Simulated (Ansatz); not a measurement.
Consider the atomization: `N[SiH](O)[SiH2]O` → 7 H• + N• + 2 O• + 2 Si•.

Gas-phase electronic energies from Ansatz, PBE0-D4/def2-TZVP geometries. CBS: MP2 limit from def2 TZ/QZ plus the TZ coupled-cluster correction, frozen cores. This one scheme is used for every species, atoms too. For atomizations the MP2-based limit and the directly extrapolated one differ by several kJ/mol either way, and by 10 to 25 for some Ge, Se and Sn compounds, so smaller differences from it don't rank the levels. Functionals use def2-TZVPP. Open shells (•) are unrestricted, without spin–orbit coupling. Spin–orbit coupling would lower the free atoms: a little for O, Si. Each species was taken in one conformer, which may not be the lowest.

`N[SiH](O)[SiH2]O`:

```xyz
12

N     0.163    2.001    0.250
Si    0.676    0.406   -0.074
O     0.564   -0.122   -1.652
Si   -0.750   -1.183    0.897
O    -0.950   -2.390   -0.217
H    -0.804    2.280    0.233
H     0.789    2.788    0.252
H     2.110    0.394    0.330
H     1.119    0.291   -2.315
H    -0.212   -1.770    2.153
H    -2.059   -0.550    1.238
H    -0.645   -2.145   -1.095
```

What is ΔE at CCSD(T)/CBS? (Estimate.)

The calculation gave: +4232.9 kJ/mol.

What do these levels give: r2SCAN0-D4, PBE-QIDH, r2SCANh, LC-ωPBE, SCS-MP2/def2-TZVPP, SCS-MP2/def2-QZVPP? (Estimate.)

The calculation gave: r2SCAN0-D4 4124.1, PBE-QIDH 4139.3, r2SCANh 4161.9, LC-ωPBE 4172.4, SCS-MP2/def2-TZVPP 4157.4, SCS-MP2/def2-QZVPP 4252.9 kJ/mol.

Largest T1 diagnostic among the species: 0.012.

Leaving LDA and LC-ωPBE aside and taking each functional with its dispersion term where it has one, the values, not all of them listed here, spread over 157.1 kJ/mol, from BHLYP-D4 to PBE-D4. LDA lies +580.3 kJ/mol from PBE without D4, its usual overbinding. At CCSD(T), def2-SVP lies −392.0 kJ/mol from the extrapolated value and def2-TZVPP −141.3 kJ/mol: correlation converges slowly with the basis, and small sets miss more of it in the bonded molecule than in its fragments. The D4 term adds +41.4 kJ/mol with B3LYP and +21.8 kJ/mol with PBE0; it sums over pairs of atoms, weighted by their polarisabilities, and B3LYP, whose exchange is more repulsive, gets the larger term.

B3LYP here is the variant with VWN-RPA as its local correlation; programs differ in this.
